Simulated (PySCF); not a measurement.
InBr₂⁺ + F₂ → InF₂⁺ + Br₂

Level: PBE0 in the def2-TZVP basis family, computed in PySCF with density fitting; scalar-relativistic core potentials for atoms from Rb on, none lighter, no spin–orbit coupling; open shells unrestricted.

```tsv
species	state and structure	E (Eh)	ZPE (kJ/mol)	H(298 K) − H(0) (kJ/mol)	S° (J/(mol K))
InBr₂⁺	singlet, D∞h, In–Br 2.345 Å (×2)	-5337.66410	4.5	15.1	305.8
F₂	singlet, D∞h, F–F 1.376 Å	-199.40856	6.6	8.7	201.9
InF₂⁺	singlet, D∞h, In–F 1.842 Å (×2)	-389.42846	10.4	12.6	260.5
Br₂	singlet, D∞h, Br–Br 2.281 Å	-5147.70672	2.0	9.7	244.8
```

(1) What is the electronic reaction energy?

(2) Add zero-point, thermal and entropy terms for 298.15 K and 1 bar.

## Answers

(1) At PBE0/def2-TZVP, ΔE = -164.1 kJ/mol from the differences of the total energies times 2625.5, downhill. 

(2) ΔZPE = 1.3 and Δ[H(298) − H(0)] = -1.5 kJ/mol give ΔH° = -164.3 kJ/mol. ΔS° = -2.4 J/(mol K), so ΔG° = -164.3 − 298.15 × (-0.0024) = -164 kJ/mol.

Only the bonding shown was studied: isomers, or loss of a ligand pair, can lie lower.
